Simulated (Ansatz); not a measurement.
Computed with Ansatz on PBE0-D4/def2-TZVP structures; ΔE is electronic, products minus reactants. CCSD(T)/CBS is the MP2 limit (def2-TZVPP, def2-QZVPP) plus CCSD(T) − MP2 in def2-TZVPP, frozen cores. This one scheme is used for every species, atoms too. For atomizations the MP2-based limit and the directly extrapolated one differ by several kJ/mol either way, and by 10 to 25 for some Ge, Se and Sn compounds, so smaller differences from it don't rank the levels. DFT in def2-TZVPP. No spin–orbit coupling; open shells (•) take unrestricted orbitals. Spin–orbit coupling would lower the free atoms: a little for C; strongly for Bi. def2 core potentials past Kr. Bonds to Bi are less sure, by a few kJ/mol each and by 10 to 20 or more in all where they break to atoms, as the def2 sets lack core-valence functions.

Consider the atomization: `[CH3][Bi]([CH3])[CH3]` → Bi• + 3 C• + 9 H•.

| level | ΔE (kcal/mol) |
| --- | --- |
| BHLYP | 1047.4 |
| HF/def2-SVP | 786.3 |

Question: What does CCSD(T)/CBS give? (Estimate.)

Answer: Computed: +1079.2 kcal/mol. The listed levels differ from it by -31.8, -292.9 kcal/mol.

Largest T1 diagnostic among the species: 0.012.

At CCSD(T), def2-SVP lies −64.9 kcal/mol from the extrapolated value and def2-TZVPP −25.0 kcal/mol: correlation converges slowly with the basis, and small sets miss more of it in the bonded molecule than in its fragments. From BLYP to BHLYP (50 % exact exchange), in def2-TZVPP and without D4, ΔE moves by −19.6 kcal/mol: exact exchange takes away binding that semilocal exchange gives to molecules. In def2-TZVPP, CCSD(T) changes the Hartree–Fock value by +269.0 kcal/mol (the triples alone add +14.8 kcal/mol) and MP2 by +269.5 kcal/mol; breaking electron pairs costs correlation energy, which Hartree–Fock lacks.
